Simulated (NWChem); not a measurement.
Species: SiSH cation, singlet; SMILES [Si]=[SH+]

Computed with NWChem. Low-valent species are run as closed-shell singlets; no triplet was tried in these runs. The geometry was optimised at PBE0/def2-SVP. Vertical excitations in the gas phase; the lowest state need not have the same character in each row.

```csv
level,"lowest excitation, singlet (eV)",oscillator strength of that lowest state,"lowest state with f > 0.02, singlet (eV)",oscillator strength of that bright state,orbital gap (eV)
"PBE/aug-cc-pVDZ, full TDDFT",3.36,0.000,5.01,0.054,3.21
"B3LYP/aug-cc-pVDZ, full TDDFT",3.51,0.000,5.09,0.060,4.80
"CAM-B3LYP/aug-cc-pVDZ, full TDDFT",___,0.000,___,___,___
```

### Question
Fill in the missing entries.

### Answer

- CAM-B3LYP/aug-cc-pVDZ, full TDDFT, lowest excitation, singlet (eV): 3.71
- CAM-B3LYP/aug-cc-pVDZ, full TDDFT, lowest state with f > 0.02, singlet (eV): 3.86
- CAM-B3LYP/aug-cc-pVDZ, full TDDFT, oscillator strength of that bright state: 0.021
- CAM-B3LYP/aug-cc-pVDZ, full TDDFT, orbital gap (eV): 7.62
